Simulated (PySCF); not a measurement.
# Mayer bond orders and bond lengths

Species: C6H6NSi (charge -1).
Atom-mapped SMILES: `[CH:1]#[C:2][c:3]1[cH:4][n-:5][c:6]([SiH3:7])[cH:8]1` (hydrogens: H9 on C1; H10 on C4; H11, H12, H13 on Si7; H14 on C8)

Structure used (GFN2-xTB), in Å, numbered top down from 1:
```xyz
14
C6H6NSi angstrom
C     -3.731    0.455   -0.417
C     -2.572    0.174   -0.237
C     -1.233   -0.160   -0.024
C     -0.729   -1.382    0.461
N      0.594   -1.383    0.548
C      1.003   -0.146    0.119
Si     2.788    0.299    0.073
C     -0.095    0.634   -0.242
H     -4.741    0.700   -0.574
H     -1.307   -2.253    0.744
H      2.969    1.683   -0.427
H      3.490    0.270    1.378
H      3.635   -0.539   -0.809
H     -0.071    1.647   -0.615
```

Bond orders from the PBE0/pcSseg-1 density (PySCF). Isolated species at its GFN2-xTB geometry, gas phase. The pcSseg-1 basis has no diffuse functions, a weakness for an anion.

Task: How far do the computed orders between heavy atoms stray from the drawn ones?

Result: The largest departure is 0.717, at C1–C2 (drawn triple, 2.283), counting aromatic bonds as 1.5. Drawn double or triple, more than 0.30 short of the drawn order: C1–C2 (2.283). The bonds drawn aromatic range from 1.28 to 1.57. The SMILES, with its formal charges, is one Lewis structure only.

Task: Give the Mayer order of every bond, beside its length.

Result: 
```
   bond  drawn as  length (Å)  Mayer order
  C1–C2    triple       1.206        2.283
  C2–C3    single       1.397        0.977
  C3–C4  aromatic       1.408        1.340
  C4–N5  aromatic       1.326        1.568
  N5–C6  aromatic       1.371        1.283
 C6–Si7    single       1.840        1.014
  C6–C8  aromatic       1.395        1.386
  C8–C3  aromatic       1.405        1.348
  C1–H9    single       1.051        1.151
 C4–H10    single       1.083        1.000
Si7–H11    single       1.482        0.925
Si7–H12    single       1.482        0.908
Si7–H13    single       1.482        0.908
 C8–H14    single       1.080        1.006
```

By pair of heavy elements: C–C: lowest C2–C3 (0.977, 1.397 Å), highest C1–C2 (2.283, 1.206 Å); in 2 of the 10 pairs the longer bond (by over 0.003 Å) has the higher order (by 0.02 or more). C–N: lowest N5–C6 (1.283, 1.371 Å), highest C4–N5 (1.568, 1.326 Å).

Task: Sum the orders of all bonds at each heavy atom with more than one neighbour and set the sums beside the valence in the SMILES.

Result: C1 3.434 (drawn 4), C2 3.260 (drawn 4), C3 3.665 (drawn 4), C4 3.908 (drawn 4), N5 2.851 (drawn 2), C6 3.683 (drawn 4), Si7 3.755 (drawn 4), C8 3.740 (drawn 4). Orders between atoms that aren't bonded are not in these sums.

For a closed shell the Mayer order of atoms A and B is Σ (PS)μν (PS)νμ over the basis functions μ on A and ν on B, with P the density and S the overlap matrix.
